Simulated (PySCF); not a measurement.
Working out the ionisation energy of Cr⁺

Cr⁺ [Ar] 3d5 (6S) → Cr²⁺ [Ar] 3d4 (5D). Computed with PySCF 2.14 in aug-cc-pVDZ (7s6p4d2f, 59 functions), with the non-relativistic Hamiltonian (point nucleus). Frozen: [Ar]. Energies in hartree (1 hartree = 27.21139 eV):

```json
{"part": "UHF", "Cr⁺ (lower)": "-1043.137869", "Cr²⁺ (upper)": "-1042.579788"}
{"part": "CCSD correlation", "Cr⁺ (lower)": "-0.071687", "Cr²⁺ (upper)": "-0.036530"}
{"part": "(T)", "Cr⁺ (lower)": "-0.000845", "Cr²⁺ (upper)": "-0.000228"}
```

What does Hartree-Fock give?

(-1042.579788) − (-1043.137869) = 0.558081 hartree = 15.186 eV.

What do CCSD and CCSD(T) give?

The CCSD correlation energies differ by 0.035157 hartree = 0.957 eV and the triples by 0.000617 hartree = 0.017 eV, so CCSD gives 16.143 eV and CCSD(T) 16.160 eV.

Reference: 16.486 eV (measured; NIST Atomic Spectra Database, ionization energies), between the lowest levels; spin-orbit coupling is absent from the calculation.

The calculation is non-relativistic.

A double-zeta basis recovers only part of the correlation energy.

What remains against the reference includes basis incompleteness, the frozen core and higher excitations.
